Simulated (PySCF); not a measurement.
# C$_{5}$H$_{8}$ClNSi: full NMR table

```
Formula                               : C5H8ClNSi
SMILES                                : C=C(C#N)[Si](C)(C)Cl
Point group of the computed structure : C1
Degrees of unsaturation               : 3
Carbon signals                        : 4
Proton signals                        : 3
```

Mapped SMILES: `[CH2:1]=[C:2]([C:3]#[N:4])[Si:5]([CH3:6])([CH3:7])[Cl:8]` (H(Xn): hydrogen on atom n). Ha(C1) is cis to C3; Hb(C1) is trans to C3.

How the numbers were obtained: geometry: GFN2-xTB, PBE0/pcSseg-1 with gauge-including orbitals, in PySCF 2.14 (no solvent, relativity neglected, one conformer, equivalent nuclei averaged).

Scale: ¹H (31.72 ppm), ¹³C (186.93 ppm), ²⁹Si (349.16 ppm) vs TMS; NH3 for ¹⁵N (267.73 ppm) (reference shieldings calculated alike).

```tsv
carbon	δC, type	δH (multiplicity)	HMBC from (2–3 bonds)	span of the C tensor (ppm)
C1	157.0, CH2	Hb(C1) 6.85 (br s); Ha(C1) 7.05 (br s)	–	271
C2	129.2, C	–	Ha(C1), Hb(C1), H(C6)/H(C7)	222
C3	123.0, C	–	Ha(C1), Hb(C1)	351
C6/C7	3.5, CH3	0.60 (s)	H(C6)/H(C7)	18
```

Other nuclei:
| atoms | nucleus | environment | δ (ppm) | σ (ppm) |
| --- | --- | --- | --- | --- |
| Si5 | ²⁹Si | silicon bonded to 3 C, Cl | 23.7 | 325.5 |
| N4 | ¹⁵N | nitrile nitrogen | 324.8 | -57.1 |

1. Carbon types of the structure: 2 × C, 1 × CH2, 2 × CH3, which accounts for all hydrogens.
2. δC 157.0: terminal =CH2 carbon; the olefinic region.
3. δC 129.2: fully substituted alkene carbon; the olefinic region.
4. δC 123.0: nitrile carbon; typical of a nitrile.
5. δC 3.5: methyl carbon bonded to Si; an electropositive neighbour leaves it electron-rich and shielded.
6. δH 0.60: hydrogen on a methyl carbon bonded to Si; an electropositive neighbour shields it, as in TMS itself.

Shifts are as computed. Against solution values, carbons near 30 ppm lie about +3 ppm off and those near 130 ppm about +5 ppm. Of 1309 compounds with measured shifts, 239 miss one by over three times the rms of a fit or turn the order of signals round; such compounds aren't used in these exercises. Experimental scales use liquid or dissolved standards, which lie at an offset from isolated NH3 (liquid NH3: subtract about 20 ppm). Unscaled 15N shifts of sp2 nitrogen come out 20 to 40 ppm too high even then. No couplings were computed; multiplicities are counted from neighbouring protons, with m where these are inequivalent, close in shift, in a saturated or five-membered ring or joined by F or P, and br s for small geminal =CH2 splittings.
